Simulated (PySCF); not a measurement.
**Computed structure and properties of TlI3**

System: TlI3 (singlet); start: template (C2v). Method: PySCF 2.14.0, RKS BP86, Tl def2-SVP with ECP60, I def2-SVP with ECP28; non-relativistic Hamiltonian with scalar-relativistic core potentials where named; density fitting; no spin-orbit coupling.

Input of the relaxation:

```python
mol = gto.M(atom='''
Tl    -0.59445     0.00000     0.00000
I     -0.59445     0.00000     2.74350
I     -0.59445    -0.00000    -2.74350
I      2.14905     0.00000     0.00000''',
    basis={'Tl': 'def2-SVP', 'I': 'def2-SVP'},
    ecp={'Tl': 'def2-SVP', 'I': 'def2-SVP'},
    charge=0, spin=0)
mf = dft.RKS(mol, xc='B88,P86')
mf.grids.atom_grid = (50, 194)
mf = mf.density_fit()  # fitting sets: Tl def2-universal-JKFIT, I def2-universal-JKFIT
mf.conv_tol = 1e-08; mf.max_cycle = 55
mf.kernel(dm0)  # dm0: converged density of the start geometry
# quasi-Newton relaxation in Cartesian coordinates to a largest gradient under 0.00045 Eh/bohr, steps kept in the point group
```

Run from Python with OMP_NUM_THREADS=2; the lines above give its settings. Where DIIS fails, smearing, a level shift and second-order steps follow.
It took 57 s on 2 threads of Arm Neoverse V1 (shared host), from the converged density of the start.

Course of the relaxation:

```tsv
step	energy above end (eV)	largest force component within the symmetry (eV/Å)
0	0.9856	1.136
1	0.6969	0.720
2	0.3323	0.358
3	0.1999	0.480
4	0.1432	0.469
5	0.0503	0.410
6	0.0078	0.260
7	0.0020	0.196
8	0.0003	0.049
9	0.0000	0.005
```

Relaxed geometry (D3h):

```xyz
4

Tl    0.0899    0.0000    0.0000
I    -1.2910    0.0000    2.3962
I    -1.2910    0.0000   -2.3962
I     2.8577    0.0000    0.0000
```

```
   contact      Å
Tl1–I2 (I)  2.766
Tl1–I3 (I)  2.766
Tl1–I4 (I)  2.768
```

On the finer grid (75, 302):

- HOMO: -6.77 eV
- LUMO: -4.98 eV
- Dipole about the centre of mass: 0.01 D
- Set of Mulliken populations of Tl1 outside the core potential: s 3.42, p 7.11, d 10.13
- D3(BJ) dispersion energy (not in the energies): -0.412 eV

```
atom  Mulliken (e)  Löwdin (e)  spin (e)
 Tl1          0.34       -0.19      0.00
  I2         -0.11        0.06      0.00
  I3         -0.11        0.06      0.00
  I4         -0.11        0.06      0.00
```

On the grid (50, 194), as all that follows. Harmonic modes: a minimum within the noise of the softest modes; lowest 39 cm⁻¹ (negative: unstable), highest 174 cm⁻¹, zero-point energy 0.038 eV.

Taking off one I (charge -1, singlet; the rest: singlet) in vacuum, both parts rigid, costs 7.58 eV; the small basis without counterpoise inflates it. Most of it is the attraction of opposite charges; other ways to part are cheaper, and one spin state was tried for the rest.

Rigid scan of I along the line from its metal, all other atoms held (where the atom bridges, its other bond changes as well):

distance to I2 (Å), energy (eV) and a bar:
```
     2.47      0.509 ############
     2.57      0.195 #####
     2.67      0.042 #
     2.77      0.000 
     2.87      0.033 #
     2.97      0.116 ###
     3.17      0.363 ########
     3.47      0.790 ##################
     3.87      1.286 ##############################
```

One start shape was tried, so this needn't be the lowest isomer.
